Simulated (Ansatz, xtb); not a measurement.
System: sum formula HSiO3 (charge 0, doublet). It need not be the lowest isomer of its formula. SMILES: O=[Si](O)[O]
Coordinates optimised at B3LYP-D3(BJ)/def2-TZVP (Ansatz, a first-principles code):
```xyz
5

Si     0.0480     0.0224    -0.0004
O      0.1413     1.5742     0.0029
O      1.3847    -0.7892    -0.0149
O     -1.3382    -0.7859     0.0103
H     -2.1736    -0.3058     0.0193
```
Charge 0, spin multiplicity 2.

Harmonic wavenumbers from GFN2-xTB (xtb, at its own minimum), cm⁻¹: 248, 251, 321, 367, 780, 899, 1185, 1214, 3635.

Give the harmonic wavenumbers at B3LYP-D3(BJ)/def2-TZVP (Ansatz, finite differences of forces, unscaled).

234, 286, 341, 359, 750, 857, 912, 1140, 3837 cm⁻¹. Zero-point energy 12.5 kcal/mol.

From these and the geometry, give the ideal-gas thermochemistry at 298.15 K and 1 atm (rigid rotor, harmonic oscillator).

Point group Cs, rotational symmetry number 1. Rotational constants 8.761, 7.619, 4.075 GHz. S(trans) 38.94, S(rot) 24.58, S(vib) 6.29, S(elec, spin only) 1.38, S 71.2 cal/(mol K). H(298) - H(0) 3.56 kcal/mol; G - E(el) -5.2 kcal/mol.
